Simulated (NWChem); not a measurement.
System meant: CH₄CuOS, doublet; SMILES C[O][Cu][SH]

Here is an NWChem input.

```
start job
memory heap 200 mb stack 900 mb global 1100 mb
geometry units angstroms noautoz
  Cu    -0.077756    -0.070870     0.022747
  O     -0.410855     1.617262    -0.015508
  C      0.426306     2.744191    -0.010515
  H      0.891315     2.882210    -0.999024
  H     -0.163802     3.642954     0.211304
  H      1.234411     2.665519     0.731877
  S      0.064608    -2.160536    -0.009945
  H      1.406311    -2.313214     0.078602
end
basis spherical
  * library def2-svp
end
dft
  odft
  mult 3
  xc b3lyp
  iterations 150
  mulliken
end
task dft energy
```

End of the output:

```
                                 NWChem DFT Module
                                 -----------------

 Summary of "ao basis" -> "ao basis" (spherical)
 ------------------------------------------------------------------------------
       Tag                 Description            Shells   Functions and Types
 ---------------- ------------------------------  ------  ---------------------
 Cu                         def2-svp                11       31   5s3p2d1f
 O                          def2-svp                 6       14   3s2p1d
 C                          def2-svp                 6       14   3s2p1d
 H                          def2-svp                 3        5   2s1p
 S                          def2-svp                 8       18   4s3p1d

 Summary of "ao basis" -> "ao basis" (spherical)
 ------------------------------------------------------------------------------
       Tag                 Description            Shells   Functions and Types
 ---------------- ------------------------------  ------  ---------------------
 Cu                         def2-svp                11       31   5s3p2d1f
 O                          def2-svp                 6       14   3s2p1d
 C                          def2-svp                 6       14   3s2p1d
 H                          def2-svp                 3        5   2s1p
 S                          def2-svp                 8       18   4s3p1d

  number of electrons :                   63
  multiplicity        :                    3
 ------------------------------------------------------------------------
  no. of electrons and multiplicity not compatible                  63
 ------------------------------------------------------------------------
 ------------------------------------------------------------------------
  current input line :
    23: task dft energy
 ------------------------------------------------------------------------
 ------------------------------------------------------------------------
 There is an error in the input file
 ------------------------------------------------------------------------
 For more information see the NWChem manual at https://nwchemgit.github.io

0: no. of electrons and multiplicity not compatible:Received an Error in Communication
```

Can this run be used? If not, why, and what is the fix?

The program refused the input. Cause: the multiplicity doesn't fit the number of electrons (an even count wants an odd multiplicity, and the reverse). This input runs:
```
start job
memory heap 200 mb stack 900 mb global 1100 mb
geometry units angstroms noautoz
  Cu    -0.077756    -0.070870     0.022747
  O     -0.410855     1.617262    -0.015508
  C      0.426306     2.744191    -0.010515
  H      0.891315     2.882210    -0.999024
  H     -0.163802     3.642954     0.211304
  H      1.234411     2.665519     0.731877
  S      0.064608    -2.160536    -0.009945
  H      1.406311    -2.313214     0.078602
end
basis spherical
  * library def2-svp
end
dft
  odft
  mult 2
  xc b3lyp
  iterations 150
  mulliken
end
task dft energy
```
It converges to -2154.06704 Ha (B3LYP/def2-SVP, spin-unrestricted).
